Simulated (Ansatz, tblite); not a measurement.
Removing an electron: SbH2(SMe) (CH₅SSb). The state is a singlet with charge 0. Geometry: PBE-D4/def2-TZVP. Ansatz, gas phase; energy differences of separate SCF runs; the oxidised species was run as a doublet alone.

Cartesian coordinates in Å:
```
Sb 0.1477 -0.3628 -1.7884
H 0.6606 1.0689 -2.6132
H 1.6431 -1.1260 -2.1958
S 0.9109 0.3558 0.4212
C -0.6194 0.0545 1.3782
H -1.4451 0.6904 1.0364
H -0.3795 0.3194 2.4164
H -0.9184 -1.0002 1.3453
```

In the def2 sets Sb takes a core potential; there is no spin–orbit coupling. The xTB rows come from tblite.

Task: Estimate orbital energies and vertical ionisation energies at: GFN1-xTB; GFN2-xTB; PBE-D4/def2-TZVP; r2SCAN-D4/def2-TZVP; PBE0-D4/def2-TZVP.

Result: 
| level | −HOMO (eV) | vertical IE (eV) | −LUMO (eV) | HOMO–LUMO gap (eV) |
| --- | --- | --- | --- | --- |
| GFN1-xTB | 10.84 | 14.46 | 5.99 | 4.85 |
| GFN2-xTB | 9.86 | 13.12 | 6.45 | 3.41 |
| PBE-D4/def2-TZVP | 5.48 | 8.60 | 1.90 | 3.59 |
| r2SCAN-D4/def2-TZVP | 5.73 | 8.63 | 1.70 | 4.04 |
| PBE0-D4/def2-TZVP | 6.69 | 8.70 | 1.14 | 5.55 |

Relaxing the oxidised species (PBE-D4/def2-TZVP) changes its energy by -0.36 eV at PBE-D4/def2-TZVP, so the adiabatic ionisation energy to this nearest minimum is 8.23 eV. At PBE0-D4/def2-TZVP it is 8.38 eV.    Raw xTB energy differences between charge states are shifted by several eV; the methods need an empirical correction for them.
